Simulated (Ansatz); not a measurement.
```xyz
2

Cr    0.0000    0.0000    0.0000
Mn    0.0000    0.0000    3.3000
```

Basis set: pcseg-2 (spherical functions). Some runs use density fitting. Charge 0, multiplicity 2.

Computed with Ansatz (development build ahead of 0.2.0); each method stands on the lowest determinant of its kind that the runs found.

(1) Give the atomization energy at this shape (free ground-state atoms in the same class of orbitals less the molecule, no zero-point energy) of doublet CrMn by PBE0 (unrestricted), PBE (unrestricted), UHF.

Answers

(1)

| method | atomization energy |
| --- | --- |
| PBE0 (unrestricted) | 31.4 kJ/mol |
| PBE (unrestricted) | 57.6 kJ/mol |
| UHF | -6.5 kJ/mol |

Caution: other spin multiplicities were not run; the shape is not the minimum; the unrestricted determinant is a mixture of spin states.
